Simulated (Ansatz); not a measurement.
```yaml
crystal:
  periodic: [false, false, false]
  atoms:
    - {symbol: Si, position_ang: [-1.607804, -0.924856, 0.483743]}
    - {symbol: B, position_ang: [0.088927, 0.039365, -0.043424]}
    - {symbol: C, position_ang: [1.158972, 0.761082, 0.861183]}
    - {symbol: S, position_ang: [2.122243, 1.197836, -0.630302]}
    - {symbol: C, position_ang: [0.750569, 0.306916, -1.445926]}
    - {symbol: H, position_ang: [-2.514684, 0.017557, 1.200838]}
    - {symbol: H, position_ang: [-2.349719, -1.494515, -0.674300]}
    - {symbol: H, position_ang: [-1.283477, -2.036607, 1.423516]}
    - {symbol: H, position_ang: [0.793042, 1.626415, 1.422559]}
    - {symbol: H, position_ang: [1.694797, 0.113934, 1.562555]}
    - {symbol: H, position_ang: [1.062306, -0.587225, -1.995251]}
    - {symbol: H, position_ang: [0.161729, 0.924999, -2.131292]}
basis:
  gaussian: {orbitals: def2-SVP}
total_charge: -3
magnetization: {spin_polarized: true, initial_magnetization: 1}
hamiltonian: {xc: {name: revPBE0}, dispersion: d3bj}
output: {forces: true}
```

```sh
$ ansatz run in.yaml --threads 4 --pin off --events-out ev --progress --plain --max-ram 10444MiB
```

Shortened log:

```
Functional definition: revPBE0
1125 factors; integrals over basis functions are off by at most 1.2e-3 eV
mean field evaluation 1: about -21532.1336 eV, gradient 3.9e1 eV
mean field evaluation 2: about -21398.9010 eV, gradient 1.2e2 eV
mean field evaluation 4: about -21545.4355 eV, gradient 8.5e0 eV
mean field evaluation 8: about -21546.0999 eV, gradient 5.2e-1 eV
mean field evaluation 16: about -21546.1056 eV, gradient 2.6e-2 eV
mean field evaluation 32: about -21546.1057 eV, gradient 6.5e-5 eV
mean field -21546.10568377 eV, -791.8047794035 hartree, gradient 1.8e-5 eV, S^2 0.753254; 7 other end points of the search recorded, 0 dependent functions left out
reference -21546.10571729 eV, -791.8047806355 hartree; 29, 28 occupied and 84, 85 virtual orbitals, 1125 factors
Total energy: -21546.73328703 eV, -791.8278433981 hartree
Atom 0 at    -1.607804    -0.924856     0.483743 Å, force     4.834555     2.695327    -1.844472 eV/Å
Atom 1 at     0.088927     0.039365    -0.043424 Å, force    -2.837427    -1.686083     0.474848 eV/Å
Atom 2 at     1.158972     0.761082     0.861183 Å, force    -1.683490    -0.949521     0.585097 eV/Å
Atom 3 at     2.122243     1.197836    -0.630302 Å, force     3.525541     1.976934    -1.358860 eV/Å
Atom 4 at     0.750569     0.306916    -1.445926 Å, force    -1.338261    -0.784421     0.125858 eV/Å
Atom 5 at    -2.514684     0.017557     1.200838 Å, force    -2.060022     0.037065     1.397319 eV/Å
Atom 6 at    -2.349719    -1.494515    -0.674300 Å, force    -1.370724    -0.878651    -0.636297 eV/Å
Atom 7 at    -1.283477    -2.036607     1.423516 Å, force    -1.058582    -1.579757     1.573689 eV/Å
Atom 8 at     0.793042     1.626415     1.422559 Å, force     0.191028     1.201372     0.990521 eV/Å
Atom 9 at     1.694797     0.113934     1.562555 Å, force     1.056541    -0.256956     1.125908 eV/Å
Atom 10 at     1.062306    -0.587225    -1.995251 Å, force     0.777625    -0.575841    -1.154902 eV/Å
Atom 11 at     0.161729     0.924999    -2.131292 Å, force    -0.036784     0.800532    -1.278709 eV/Å
Dipole moment:     0.968854     0.539739    -0.415436 e Å
```

(1) Something in this input is off. What?

Results:

(1) The charge is far from anything that the molecule holds. The calculation finished and met its thresholds. The result belongs to that input, not to the molecule as meant.
